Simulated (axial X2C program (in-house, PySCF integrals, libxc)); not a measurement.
**Spin–orbit effects down a group: molecules with K, HF**

Calculated with an axial X2C code built on PySCF integrals, spin-free (one-electron X2C) or two-component (2c: spin–orbit coupling with atomic mean-field Coulomb and Gaunt terms, which also bring small scalar terms), in Dyall basis sets with cores contracted in-house; open shells are unrestricted.

Basis sets: Al dyall-v3z, B dyall-v3z, In dyall-cv3z, K dyall-cv3z.

| molecule | spin-free state | Re (Å) | ωe (cm⁻¹) | De (eV) | 2c state | Re 2c (Å) | ωe 2c (cm⁻¹) | De 2c (eV) |
| --- | --- | --- | --- | --- | --- | --- | --- | --- |
| KB | M_S = 1, Λ = 1 | 2.900 | 282.7 | 0.28 | Ω = 2 | 2.901 | 282.7 | 0.28 |
| KAl | M_S = 1, Λ = 1 | 3.494 | 135.2 | 0.13 | Ω = 2 | 3.495 | 135.3 | 0.13 |
| KIn | M_S = 0, Λ = 0 | 3.854 | 99.3 | -0.24 | Ω = 0 | 3.777 | 95.4 | n/a |

Each entry is the lowest single determinant of a limited PBE0 search at one distance. De goes to single-determinant-based atoms at the same level (for ions the charge split of lowest energy) and is withheld (n/a) where an atom does not fit its ground term or J level. Main or longest-lived isotopes. One determinant is a doubtful description, or other states lie close, for KB, KAl, KIn; these need not be ground states, and all values refer to the states named. Some open-shell Ω = 0 determinants are out of reach, so the Ω given for KB, KAl need not be the lowest component. With several unpaired electrons the Ω given is that of one determinant, not necessarily of the lowest component. Some light 2c atoms are not at their ground J level, so De misses part of their lowering (0.04 eV or less). Where the atoms have a lower orbital projection than the molecule, De at mean-field level may be about a tenth of an eV too small.
